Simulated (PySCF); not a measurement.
Bond curve of SrAs⁺

Set-up: basis Sr def2-SVP with ECP28, As def2-SVP; scalar-relativistic core potentials; PySCF 2.14. Energies in eV from Sr⁺ + As in their ground configurations at the same level. All curves are PBE0. state 1: ³Σ⁻ (triplet), unpaired electrons π ↑↑; state 2: Ms = 0 determinant of mixed spin (⟨S²⟩ near 1.0), unpaired electrons π ↑↓, a mixture of terms (⟨Lz²⟩ = 2.0), a second solution, started from another occupation; state 3: ³Π (triplet), unpaired electrons σ ↑, π ↑, a second solution, started from another occupation; state 4: Ms = 0 determinant of mixed spin (⟨S²⟩ near 1.0), unpaired electrons σ ↓, π ↑, a second solution, started from another occupation.

```csv
R (Å),state 1,state 2,state 3,state 4
2.525,-0.714,-0.397,-0.5173,-0.1820
2.642,-1.101,-0.784,-0.6763,-0.3410
2.760,-1.310,-0.990,-0.6980,-0.3660
2.848,-1.381,-1.058,-0.6507,-0.3233
2.936,-1.399,-1.070,-0.5646,-0.2432
3.024,-1.376,-1.041,-0.4505,-0.1363
3.142,-1.302,-0.955,-0.2690,0.0337
3.288,-1.167,-0.798,-0.0154,0.2706
3.465,-0.979,-0.570,0.3011,0.5651
3.699,-0.740,-0.246,0.6873,0.9405
```

**Question.** Put a parabola through the three lowest points of the state 1 curve and estimate Re, k and ωe (reduced mass 40.45 u; 1 eV/Å² = 0.16022 mdyn/Å; ωe = 1302.8·√(k/μ) cm⁻¹).

**Answer.** Through R = 2.848, 2.936, 3.024 Å the second-order coefficient is 2.65 eV/Å², so Re ≈ 2.931 Å, k ≈ 0.848 mdyn/Å and ωe ≈ 189 cm⁻¹. A polynomial fit of higher order to the unrounded PBE0 energies gives Re = 2.926 Å, k = 0.853 mdyn/Å, ωe = 189 cm⁻¹; anharmonicity and rounding make the difference.

The higher-order fit for each curve: state 1: Re = 2.926 Å, ωe = 189 cm⁻¹, De = 1.40 eV; state 2: Re = 2.915 Å, ωe = 196 cm⁻¹, minimum 1.07 eV below the ground-state fragments; state 3: Re = 2.723 Å, ωe = 226 cm⁻¹, minimum 0.70 eV below the ground-state fragments; state 4: Re = 2.727 Å, ωe = 221 cm⁻¹, minimum 0.370 eV below the ground-state fragments.

⟨S²⟩ of the unrestricted solution departs from its pure value on part of the curve, where spin states mix. Spin–orbit coupling is left out. For an ion De counts to the pair picked by the measured ionisation energies or electron affinities, which need not be the lowest pair at this level. The state is the lowest determinant that a PBE0 search found; another state may lie lower at other levels.
